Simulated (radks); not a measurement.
Results of a calculation; reference values are marked as such.
Species: the cadmium ion Cd29+. Configuration: [Ar] 3d0.5 4f0.5 (fractional occupations, a model configuration).

Level of theory: scalar-relativistic Kohn-Sham, PBE, spin-unpolarised, spherical densities, finite nucleus; Fermi nuclear charge, rms radius 4.6087 fm (a radial shooting solver on a logarithmic mesh with Libxc functionals).

Energy parts (eV):
part                       energy
total                 -135986.035
kinetic                142153.938
electron-nucleus      -300313.704
Hartree                 25079.204
exchange-correlation    -2905.473

Orbitals (lengths in bohr, moments of r in powers of bohr; r(max) is where P^2 peaks):
orbital,occ.,eigenvalue (eV),<1/r>,r(max)
1s,2,-27940.81,50.63,0.01968
2s,2,-5328.614,11.62,0.1108
2p,6,-4933.744,11.19,0.08868
3s,2,-1900.244,4.520,0.3062
3p,6,-1773.163,4.356,0.2959
3d,0.5,-1604.349,4.169,0.2386
4s,0,-951.3859,2.298,0.6333
4p,0,-900.5549,2.224,0.6369
4f,0.5,-776.3573,2.028,0.4929

The highest occupied level is 4f at -776.36 eV. The configuration is held as typed, so some empty levels lie below it. The density falls to 0.001 e/bohr^3 at r = 1.21 bohr. Summed over all electrons, <r^2> = 1.309 bohr^2, which gives a Langevin (diamagnetic) susceptibility term of -1.04 x 10^-6 cm^3/mol. The electron density at the nucleus is 1.641e+05 e/bohr^3 (large components only).
